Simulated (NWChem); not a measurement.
The numbers come from NWChem runs, not from measurements. System: BF2, charge 0, spin multiplicity 2, at a geometry optimised with UB3LYP/def2-SVP. The structure started from a generated list of species. Its SCF solution wasn't tested for a lower state. Level: UHF/def2-TZVP.

Input file:

```
start mol
memory heap 200 mb stack 900 mb global 1100 mb
geometry units angstroms nocenter noautoz
  F      1.140187     0.000000     0.139888
  B      0.000000     0.000000    -0.503598
  F     -1.140187     0.000000     0.139888
  symmetry group C2v
end
basis spherical
  * library def2-tzvp
end
scf
  uhf
  nopen 1
  maxiter 100
  thresh 1e-7
  semidirect memsize 60000000 filesize 0
  # guess.movecs holds the orbitals of an unrestricted PBE0 run
  vectors input guess.movecs output mol.movecs
end
task scf energy
```

Part of the output:

```
             Northwest Computational Chemistry Package (NWChem) 7.3.0
             --------------------------------------------------------

                                NWChem Input Module
                                -------------------

 Scaling coordinates for geometry "geometry" by  1.889725989
 (inverse scale =  0.529177249)

 Turning off AUTOSYM since
 SYMMETRY directive was detected!

                             Geometry "geometry" -> ""
                             -------------------------

 Output coordinates in angstroms (scale by  1.889725989 to convert to a.u.)

  No.       Tag          Charge          X              Y              Z
 ---- ---------------- ---------- -------------- -------------- --------------
    1 F                    9.0000     1.14018700     0.00000000     0.13988800
    2 B                    5.0000     0.00000000     0.00000000    -0.50359800
    3 F                    9.0000    -1.14018700     0.00000000     0.13988800

 Effective nuclear repulsion energy (a.u.)      55.1735205563

            Nuclear Dipole moment (a.u.)
            ----------------------------
        X                 Y               Z
 ---------------- ---------------- ----------------
     0.0000000000     0.0000000000    -0.0000113384

      Symmetry information
      --------------------

 Group name             C2v
 Group number             16
 Group order               4
 No. of unique centers     2

      Symmetry unique atoms

     1    2


 Summary of "ao basis" -> "" (spherical)
 ------------------------------------------------------------------------------
       Tag                 Description            Shells   Functions and Types
 ---------------- ------------------------------  ------  ---------------------
 *                         def2-tzvp                  on all atoms

 Summary of "ao basis" -> "ao basis" (spherical)
 ------------------------------------------------------------------------------
       Tag                 Description            Shells   Functions and Types
 ---------------- ------------------------------  ------  ---------------------
 F                         def2-tzvp                11       31   5s3p2d1f
 B                         def2-tzvp                11       31   5s3p2d1f

                                 NWChem SCF Module
                                 -----------------

  ao basis        = "ao basis"
  functions       =    93
  atoms           =     3
  alpha electrons =    12
  beta  electrons =    11
  charge          =   0.00
  wavefunction    = UHF
  use symmetry    = T
  symmetry adapt  = T

 Summary of "ao basis" -> "ao basis" (spherical)
 ------------------------------------------------------------------------------
       Tag                 Description            Shells   Functions and Types
 ---------------- ------------------------------  ------  ---------------------
 F                         def2-tzvp                11       31   5s3p2d1f
 B                         def2-tzvp                11       31   5s3p2d1f

      Symmetry analysis of basis
      --------------------------

        a1         35
        a2         13
        b1         28
        b2         17

 Forming initial guess at       0.1s

   Symmetry analysis of molecular orbitals - initial alpha
   -------------------------------------------------------

  Numbering of irreducible representations:

     1 a1          2 a2          3 b1          4 b2

  Orbital symmetries:

     1 a1          2 b1          3 a1          4 a1          5 b1
[...]
                     UHF Final Beta Molecular Orbital Analysis
                     -----------------------------------------

 Vector    9  Occ=1.000000D+00  E=-7.185792D-01  Symmetry=a1
              MO Center= -6.7D-17, -5.8D-15,  1.0D-01, r^2= 1.7D+00
   Bfn.  Coefficient  Atom+Function         Bfn.  Coefficient  Atom+Function
  ----- ------------  ---------------      ----- ------------  ---------------
     8      0.321071  1 F  pz                70      0.321071  3 F  pz
    11      0.282729  1 F  pz                73      0.282729  3 F  pz

 Vector   10  Occ=1.000000D+00  E=-6.806551D-01  Symmetry=a2
              MO Center=  8.8D-14, -1.5D-15,  1.2D-01, r^2= 1.7D+00
   Bfn.  Coefficient  Atom+Function         Bfn.  Coefficient  Atom+Function
  ----- ------------  ---------------      ----- ------------  ---------------
     7      0.348392  1 F  py                69     -0.348392  3 F  py
    10      0.306584  1 F  py                72     -0.306584  3 F  py
    13      0.173585  1 F  py                75     -0.173585  3 F  py

 Vector   11  Occ=1.000000D+00  E=-6.679968D-01  Symmetry=b1
              MO Center= -1.2D-15,  1.1D-15,  1.0D-01, r^2= 1.8D+00
   Bfn.  Coefficient  Atom+Function         Bfn.  Coefficient  Atom+Function
  ----- ------------  ---------------      ----- ------------  ---------------
     8     -0.257907  1 F  pz                70      0.257907  3 F  pz
     6      0.245812  1 F  px                68      0.245812  3 F  px
    11     -0.226471  1 F  pz                73      0.226471  3 F  pz
     9      0.212670  1 F  px                71      0.212670  3 F  px

 Vector   12  Occ=0.000000D+00  E= 4.871692D-02  Symmetry=a1
              MO Center=  4.1D-17, -3.6D-15, -1.2D+00, r^2= 3.6D+00
   Bfn.  Coefficient  Atom+Function         Bfn.  Coefficient  Atom+Function
  ----- ------------  ---------------      ----- ------------  ---------------
    36      1.368970  2 B  s                 35     -0.983979  2 B  s
    42     -0.319416  2 B  pz                34      0.271541  2 B  s
    45     -0.196781  2 B  pz                39     -0.155728  2 B  pz

 Vector   13  Occ=0.000000D+00  E= 1.249289D-01  Symmetry=b2
              MO Center= -8.5D-17, -5.7D-14, -6.2D-01, r^2= 5.3D+00
   Bfn.  Coefficient  Atom+Function         Bfn.  Coefficient  Atom+Function
  ----- ------------  ---------------      ----- ------------  ---------------
    44      1.067307  2 B  py                13     -0.224312  1 F  py
    75     -0.224312  3 F  py                38      0.191282  2 B  py

 Vector   14  Occ=0.000000D+00  E= 1.617756D-01  Symmetry=a1
              MO Center= -2.2D-17,  4.1D-14,  5.1D-01, r^2= 6.0D+00
   Bfn.  Coefficient  Atom+Function         Bfn.  Coefficient  Atom+Function
  ----- ------------  ---------------      ----- ------------  ---------------
    35      2.056073  2 B  s                 36     -1.367754  2 B  s
    45     -1.293741  2 B  pz                42      0.599071  2 B  pz
    14      0.347082  1 F  pz                76      0.347082  3 F  pz
     5     -0.313128  1 F  s                 67     -0.313128  3 F  s
    55      0.278687  2 B  d  2              12      0.219740  1 F  px

 center of mass
 --------------
 x =   0.00000000 y =   0.00000000 z =  -0.00882932

 moments of inertia (a.u.)
 ------------------
          12.622133519847           0.000000000000           0.000000000000
           0.000000000000         189.021436408277           0.000000000000
           0.000000000000           0.000000000000         176.399302888430

  Mulliken analysis of the total density
  --------------------------------------

    Atom       Charge   Shell Charges
 -----------   ------   -------------------------------------------------------
    1 F    9     9.30   0.77  1.20  0.60  0.99  0.35  2.25  2.27  0.85  0.00  0.01  0.00
    2 B    5     4.39   0.91  1.07  0.49  0.27  0.12  0.78  0.41  0.05  0.12  0.12  0.05
    3 F    9     9.30   0.77  1.20  0.60  0.99  0.35  2.25  2.27  0.85  0.00  0.01  0.00

  Mulliken analysis of the alpha density
  --------------------------------------

    Atom       Charge   Shell Charges
 -----------   ------   -------------------------------------------------------
    1 F    9     4.66   0.39  0.60  0.30  0.50  0.18  1.14  1.14  0.42  0.00  0.01  0.00
    2 B    5     2.67   0.46  0.53  0.32  0.23  0.12  0.50  0.32  0.03  0.06  0.07  0.02
    3 F    9     4.66   0.39  0.60  0.30  0.50  0.18  1.14  1.14  0.42  0.00  0.01  0.00

   Mulliken analysis of the beta density
   -------------------------------------

    Atom       Charge   Shell Charges
 -----------   ------   -------------------------------------------------------
    1 F    9     4.64   0.39  0.60  0.30  0.50  0.18  1.11  1.13  0.44  0.00  0.01  0.00
    2 B    5     1.72   0.45  0.54  0.17  0.04  0.00  0.28  0.09  0.01  0.06  0.05  0.03
    3 F    9     4.64   0.39  0.60  0.30  0.50  0.18  1.11  1.13  0.44  0.00  0.01  0.00

   Mulliken analysis of the spin density
   -------------------------------------

    Atom       Charge   Shell Charges
 -----------   ------   -------------------------------------------------------
    1 F    9     0.02   0.00 -0.00  0.00  0.00  0.00  0.03  0.01 -0.02  0.00  0.00  0.00
    2 B    5     0.95   0.01 -0.01  0.15  0.19  0.12  0.22  0.23  0.02  0.00  0.02 -0.00
    3 F    9     0.02   0.00 -0.00  0.00  0.00  0.00  0.03  0.01 -0.02  0.00  0.00  0.00

       Multipole analysis of the density wrt the origin
       ------------------------------------------------

     L   x y z        total         alpha         beta         nuclear
     -   - - -        -----         -----         ----         -------
     0   0 0 0     -0.000000    -12.000000    -11.000000     23.000000

     1   1 0 0      0.000000     -0.000000      0.000000      0.000000
     1   0 1 0      0.000000     -0.000000      0.000000      0.000000
     1   0 0 1     -0.235504      0.906693     -1.142186     -0.000011

     2   2 0 0    -13.318538    -49.049415    -47.833724     83.564602
     2   1 1 0     -0.000000      0.000000     -0.000000      0.000000
     2   1 0 1      0.000000      0.000000     -0.000000      0.000000
     2   0 2 0    -10.171819     -5.780484     -4.391335      0.000000
     2   0 1 1      0.000000     -0.000000      0.000000      0.000000
     2   0 0 2    -11.708611    -11.541729     -5.953044      5.786161

 Task  times  cpu:        2.1s     wall:        2.1s

 Total times  cpu:        2.2s     wall:        2.2s
```
